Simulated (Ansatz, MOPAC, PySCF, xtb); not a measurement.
Noncovalent pair: HF (SMILES F) (first 2 atoms) with HI (SMILES I); geometry from B3LYP-D3(BJ)/def2-TZVP, rigid monomers moved along the line of their centres of mass till H2···I3 is 3.04 Å.
(charge 0, multiplicity 1):
```tsv
atom	x (Å)	y (Å)	z (Å)
F	-0.0701	0.4750	-0.2412
H	0.0048	0.0346	0.5765
I	0.2442	-1.2023	3.3403
H	0.2055	0.2700	4.0069
```

Interaction energies are E(AB) − E(A) − E(B) at the monomers' geometry in the complex; basis-set methods are counterpoise corrected. Rows marked so take none.

Rows in 3-21G carry no dispersion term and start afresh at each structure; the Pople sets are all-electron and without relativity. The state that AM1 reach isn't checked.

Run with Ansatz (a quantum-chemistry and plane-wave program) with Gaussian orbitals; MOPAC for AM1 (differences of heats of formation); PySCF for 3-21G rows, the dispersion terms; xtb for the GFN methods.  In def2 rows elements past Kr take small-core potentials, without spin–orbit coupling.

Problem. One of these levels gives -6.0 kJ/mol for the interaction energy. Name it.
A) HF/3-21G (no counterpoise)
B) AM1
C) B3LYP-D3(BJ)/def2-TZVPPD
D) GFN1-xTB

Solution. A, HF/3-21G (no counterpoise). The others give -1.3 (AM1), -13.7 (GFN1-xTB), -10.7 (B3LYP-D3(BJ)/def2-TZVPPD)
